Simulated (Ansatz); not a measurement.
Reaction (homolysis of the S–Si bond): `O[SiH](F)[S][GeH3]` → `[S][GeH3]`• + `O[SiH]F`•

Gas-phase electronic energies from Ansatz, PBE0-D4/def2-TZVP geometries. CCSD(T)/CBS is the MP2 limit (def2-TZVPP, def2-QZVPP) plus CCSD(T) − MP2 in def2-TZVPP, frozen cores. Functionals use def2-TZVPP. No spin–orbit coupling; open shells (•) take unrestricted orbitals. For Ge outer-core shells are correlated without core-valence functions, which leaves a few kJ/mol of doubt a bond. Scalar relativity is left out up to krypton. One conformer a species, not always the lowest.

CCSD(T)/CBS gives +4.32 eV.

Another level gave +4.27 eV. Which?
A. PBE-D4/def2-TZVPP
B. PBE0-D4/def2-TZVPP
C. SCS-MP2/def2-TZVPP
D. LDA (SPW92)/def2-TZVPP

C. SCS-MP2/def2-TZVPP 4.27, PBE0-D4 4.15, LDA (SPW92) 4.60, PBE-D4 4.09 eV.

What do rigid-rotor, harmonic-oscillator terms from PBE0-D4/def2-TZVP frequencies (298.15 K, 1 bar) make of the CCSD(T)/CBS value? (Best estimate.)

Computed: ΔZPE = -0.12 eV, ΔH = +4.22 eV, ΔS = 174 J/(mol·K), ΔG = +3.68 eV. Open shells count their whole term as degenerate. Modes under 50 cm⁻¹ make the entropy rough.

Largest T1 diagnostic among the species: 0.014.

In def2-TZVPP, CCSD(T) changes the Hartree–Fock value by +1.11 eV (the triples alone add +0.11 eV) and MP2 by +1.31 eV; breaking electron pairs costs correlation energy, which Hartree–Fock lacks. From BLYP to BHLYP (50 % exact exchange), in def2-TZVPP and without D4, ΔE moves by +0.24 eV.
